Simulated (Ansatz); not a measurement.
Z-matrix (Å, degrees):
```
B
O 1 1.337
Br 1 1.925 2 121.2
Br 1 1.906 2 118.7 3 180.0
H 2 0.963 1 113.7 3 -0.0
```

The species carries charge 0 and has multiplicity 1.

(1) List the PBE0/def2-TZVPP orbital energies in eV (the Gaussian-basis code of Ansatz). (An estimate is asked.)

Results:

(1) Ansatz gave: Occupied: -13150.50, -13150.36, -1705.40, -1705.26, -1535.94, -1535.89, -1535.88, -1535.80, -1535.75, -1535.74, -524.21, -239.23, -239.09, -187.92, -179.59, -179.45, -179.42, -179.38, -179.28, -179.23, -73.09, -73.04, -73.01, -72.96, -72.91, -72.88, -72.88, -72.87, -72.73, -72.73, -30.05, -22.58, -21.86, -16.88, -13.49, -12.46, -11.89, -10.34, -9.28, -9.18, -8.74, -8.34. Lowest empty: -0.72, 0.41, 0.80, 2.07, 2.68, 3.14, 3.60, 4.18.
